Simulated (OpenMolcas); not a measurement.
# Se⁺: thermal populations, Slater's ratio, worked from levels

```yaml
Program: OpenMolcas
Basis: ANO-RCC [9s8p6d4f2g]
Scalar_Hamiltonian: DKH2, point nucleus
Active_space: 5 electrons in 8 orbitals (4s 4p 5s 5p)
State_averaging: 2S+1 = 4 odd, 1 root; 2S+1 = 2 odd, 8 roots; 2S+1 = 4 even, 3 roots; 2S+1 = 2 even, 9 roots
Spin-orbit_coupling: RASSI with atomic mean-field integrals over the reference wave functions, term energies averaged over their components
```

Methods: CASSCF; SS-CASPT2, IPEA 0.25 Eh, imaginary shift 0.1 Eh (closed shells correlated: 3d). Measured levels: NIST Handbook of Basic Atomic Spectroscopic Data.

**Thermal populations.** Z = Σ (2J + 1) exp(-E/kT) with k = 0.695035 cm-1/K, over the levels below. No other level of either list lies under 90000 cm-1, which is above 7 kT at each temperature.

```csv
Level,2J + 1,SS-CASPT2,measured
4s² 4p³ ⁴S°_3/2,4,0.0,0.0
4s² 4p³ ²D°_3/2,4,13990,13168
4s² 4p³ ²D°_5/2,6,14500,13784
4s² 4p³ ²P°_1/2,2,23900,23038
4s² 4p³ ²P°_3/2,4,24520,23895
4s 4p⁴ ⁴P_5/2,6,85950,83877
4s 4p⁴ ⁴P_3/2,4,87450,85580
4s 4p⁴ ⁴P_1/2,2,88230,86438
```

```
T (K)  Z, SS-CASPT2  Z, measured levels  Ground level (%), SS-CASPT2  Ground level (%), measured levels
 5000         4.169               4.211                         95.9                               95.0
 8000         4.841               4.964                         82.6                               80.6
12000         6.128               6.329                         65.3                               63.2
```

At 12000 K, kT = 8340 cm-1, and the computed levels give Z = 4.000 + 0.747 + 1.055 + 0.114 + 0.211 + 0.000 + 0.000 + 0.000 = 6.128.

**Slater's ratio.** With one set of orbitals, p3 has ²D° - ⁴S° = 9 F2 and ²P° - ²D° = 6 F2 (F2 = F²/25), a ratio of 2/3. Term energies are centres of gravity, weighted by 2J + 1.

```
   Source  ²D° - ⁴S°  ²P° - ⁴S°  F2 from the first  Ratio
   CASSCF      17231      24761               1915  0.437
SS-CASPT2      14297      24312               1589  0.700
 measured      13538      23609               1504  0.744
```

Energies in cm-1. A ratio away from 2/3 shows effects beyond one configuration with one set of orbitals, and in heavier atoms second-order spin-orbit shifts. In CASSCF the valence s occupation is 1.96 in ²P° against 2.00 in ²D°: mixing out of s² acts most on ²P° and pulls it down.

CASPT2 breaks the degeneracy within a term, and the mean is taken; among the terms shown or strongly mixed into the levels shown the widest spread is 100 cm-1 (4s² 4p³ ²D°, SS-CASPT2). Over all roots computed the reference weight is 0.83 to 0.95 in SS-CASPT2; the roots of lowest weight are the least certain, and an intruder state may touch them. Active for correlation alone: 5p 5s; no level in the range computed is led by a configuration that fills them, so any true level of that kind is missing. Terms of s pⁿ other than that of highest spin mix with s² pⁿ⁻² d, which this space lacks; all of them can be thousands of cm-1 off, and some have no real level of that name. Without dynamic correlation excited terms often stand tens of per cent too high (terms of higher spin than the ground term too low), and those without a measured partner can miss by more than the paired ones (holds for CASSCF). Computed and measured levels are paired by configuration, term and J; levels that our copy of the source lacks, or whose pairing is in doubt (as where it misses far off the trend of its configuration), stay unpaired and out of the deviations. Levels of configurations outside the active space are missing.

° marks odd parity.
